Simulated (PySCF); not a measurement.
Cartesian coordinates in Å; atom numbers follow the order of the lines, from 1:
```xyz
17

C    -1.0025   -1.3151   -0.8057
C    -0.7574   -0.0874   -0.3504
C    -1.7021    1.0402   -0.6574
C     0.4275    0.2229    0.4598
C     0.7250    1.4559    0.8689
C     1.3530   -0.9163    0.8316
O     1.9571   -1.5452   -0.2802
H    -1.8776   -1.5227   -1.3991
H    -0.3435   -2.1453   -0.6300
H    -1.1997    1.8115   -1.2395
H    -2.0719    1.4928    0.2612
H    -2.5505    0.6753   -1.2304
H     1.6042    1.6503    1.4611
H     0.1147    2.3128    0.6476
H     2.1261   -0.5419    1.5183
H     0.7945   -1.7037    1.3456
H     2.3961   -0.8722   -0.8110
```

Computed data (PySCF 2.14.0 with density-fitted response routines): GFN2-xTB structure, σ from GIAO-PBE0/pcSseg-1. Non-relativistic, one computed conformer, in vacuum, one averaged value for each set of equivalent atoms.

References, each an isolated molecule treated in the same way: $^{13}$C (σ = 186.93 ppm) vs TMS.

Problem. Do the $^{13}$C shifts follow the atomic charges (in e)? Tabulate both.

Solution. 
```csv
atoms,hybridisation,δ (ppm),σ para (ppm),Hirshfeld,IAO,Mulliken,ESP-fitted
C4,sp2,156.1,-232,-0.00,-0.01,-0.39,-0.27
C2,sp2,146.3,-220,+0.00,+0.01,-0.38,+0.51
C1,sp2,126.7,-195,-0.10,-0.32,-0.04,-0.73
C5,sp2,120.0,-189,-0.10,-0.33,-0.05,-0.38
C6,sp3,72.7,-127,+0.00,-0.05,+0.17,+0.25
C3,sp3,23.8,-84,-0.12,-0.42,-0.15,-0.59
```

Correlation coefficients of δ with charge over these carbons: Hirshfeld +0.45, IAO +0.57, Mulliken -0.53, ESP-fitted +0.24; with the paramagnetic shielding -1.00. Among the 4 sp2 carbons alone: Hirshfeld +0.95, IAO +0.95, Mulliken -0.96, ESP-fitted +0.52. With so few points, grouped by hybridisation, these coefficients are fragile. Charge is one influence among several: hybridisation and low-lying excitations act through the paramagnetic term.

Shifts are as computed. Against solution values, carbons near 30 ppm lie about +3 ppm off and those near 130 ppm about +5 ppm (rms about the fit 2.1 ppm; single classes can miss by 10 ppm). Of 1328 compounds with measured shifts, 309 miss one by over three times the rms of a fit or turn the order of signals round; such compounds aren't used in these exercises. Signals without a measured value on file couldn't be tested in this way; 1H shifts scatter by 0.2 ppm about their fit, and single ones miss by 0.5 ppm.
